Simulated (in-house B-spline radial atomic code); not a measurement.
The numbers below are computed, except where a source is named.
**Weak and strong correlation along the adiabatic connection**

Two-electron singlets in several external potentials (atomic units), by full CI in B-splines with partial waves to l = 8 (correlation energies up to 0.6 % small). The repulsion is scaled by λ at fixed density; W(λ) is the mean repulsion less the Hartree energy, W(0) = E_x, and the area under W from 0 to 1 is E_xc.

One system gave this curve:

| λ | W (hartree) |
| --- | --- |
| 0 | -4.6565 |
| 0.02 | -4.6584 |
| 0.05 | -4.6613 |
| 0.12 | -4.668 |
| 0.25 | -4.6803 |
| 0.4 | -4.6943 |
| 0.6 | -4.7126 |
| 0.8 | -4.7306 |
| 1 | -4.7483 |
| 1.4 | -4.7826 |
| 2 | -4.8317 |
| 3 | -4.9079 |
| 4.5 | -5.0103 |
| 7 | -5.1551 |
| 10 | -5.296 |

(1) Which system is it?
A. −Z exp(−kr)/r, Z = 8.89, k = 3.69
B. −Z exp(−kr)/r, Z = 2.1, k = 0.397
C. −Z/r, Z = 3, wall at 2.8 bohr
D. −V exp(−r²/w²), V = 8.1, w = 4.31

Answers

(1) A. The exchange energy sets the size: −Z exp(−kr)/r, Z = 8.89, k = 3.69: E_x = -4.66, E_c = -0.0467; −Z/r, Z = 3, wall at 2.8 bohr: E_x = -1.65, E_c = -0.0433; −Z exp(−kr)/r, Z = 2.1, k = 0.397: E_x = -1.03, E_c = -0.0428; −V exp(−r²/w²), V = 8.1, w = 4.31: E_x = -0.69, E_c = -0.0404 hartree.
